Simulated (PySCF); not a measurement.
ZnAs: one state, many levels of theory

State: ⁴Σ⁻ (quartet), unpaired electrons σ ↑, π ↑↑. Set-up: basis Zn cc-pVDZ-PP with ECP10, As cc-pVDZ-PP with ECP10; scalar-relativistic core potentials; PySCF 2.14. De refers to Zn + As in their high-spin ground configurations, without counterpoise correction. The functionals are run spin-unrestricted. A positive dipole means Zn(−)As(+). Levels whose curve was spin-contaminated or gave no clean fit are not listed.

```
 Level  Re (Å)  ωe (cm⁻¹)  De (eV)  μ (D)  CPU s a point (SCF and correlation, without the integrals)
   PBE   2.576        149    0.427  -0.09                                                         1.2
r²SCAN   2.490        178     0.53  -0.32                                                         1.7
  PBE0   2.557        154    0.366  -0.34                                                         2.1
 B97-3   2.645        128    0.264  -0.35                                                           1
M06-2X   2.634        138    0.310  -0.40                                                         1.9
B2PLYP   2.606        129    0.172  -0.40                                                         1.5
```

Q: What does a quarter of exact exchange do here, going from PBE to PBE0?

A: PBE0 less PBE: -1.9 pm in Re, +3.4 % in ωe, -0.06 eV in De. Exact exchange removes part of the self-interaction that spreads semilocal densities, and in most molecules shortens and stiffens the bond and lowers De; so it does here.

Q: What does the step from GGA to meta-GGA do here, going from PBE to r²SCAN?

A: r²SCAN less PBE: -8.6 pm in Re, +19.5 % in ωe, +0.10 eV in De. 

Correlated steps freeze 4 core orbitals. The bond is weak. Basis-set superposition, not corrected here, can be much of De in a small basis, most of all at correlated wavefunction levels. Functionals without a dispersion term scatter widely for such bonds, and LDA overbinds them. Spin–orbit coupling is left out. B2PLYP dipoles, levels and charges come from its SCF part alone. The state is the lowest determinant that a PBE0 search found; another state may lie lower at other levels.

The whole job (state search and all levels along the bond) took about 7.4 min on 1 thread of Arm Neoverse N1 (shared host), peak memory 0.85 GiB.
